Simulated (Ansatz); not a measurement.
(1E)-1-bromobuta-1,3-diene (C₄H₅Br), SMILES C=C/C=C/Br.

Coordinates come from a B3LYP-D3(BJ)/def2-SVP optimisation. The values are those of a single conformer.

Two levels are set side by side: PBE/def2-SVPD (Ansatz, a quantum-chemistry and plane-wave program) and PBE0/def2-SVPD (Ansatz). Energy differences of separate SCF runs at the same geometry; the states with an electron removed or added have multiplicity 2 and 2. Differences are taken from unrounded values.

| quantity | PBE |
|---|---|
| vertical ionisation energy (eV) | 8.52 |
| vertical singlet–triplet gap (eV) | 2.99 |

Problem. These are the PBE values. What does PBE0 give? (An estimate is asked for; the answer gives what the named calculation found.)

Solution. 
```tsv
quantity	PBE0	PBE minus PBE0
vertical ionisation energy (eV)	8.65	-0.13
vertical singlet–triplet gap (eV)	3.00	-0.01
```

On these quantities the two levels nearly agree.
